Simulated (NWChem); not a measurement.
C[NH][GeH2][Cl] (CH6ClGeN), optimised at PBE0/def2-SVP with NWChem:

| Property | Value |
|---|---|
| highest occupied level (eV) | -7.01 |
| orbital gap (eV) | 7.66 |
| dipole (D) | 2.16 |
| highest harmonic frequency (cm⁻¹) | 3617 |
| zero-point energy (kcal/mol) | 45.2 |

All stand in one matching conformer (torsions within 35°), which need not be the lowest.

Q: One Cl atom is replaced by H, giving [GeH3][NH]C (CH₇GeN), optimised at the same level. How do these values move?

A: 
| quantity | new value | change |
|---|---|---|
| highest occupied level (eV) | -6.43 | +0.58 |
| orbital gap (eV) | 7.40 | -0.26 |
| dipole (D) | 0.88 | -1.28 |
| highest harmonic frequency (cm⁻¹) | 3616 | -1 |
| zero-point energy (kcal/mol) | 48.6 | +3.4 |
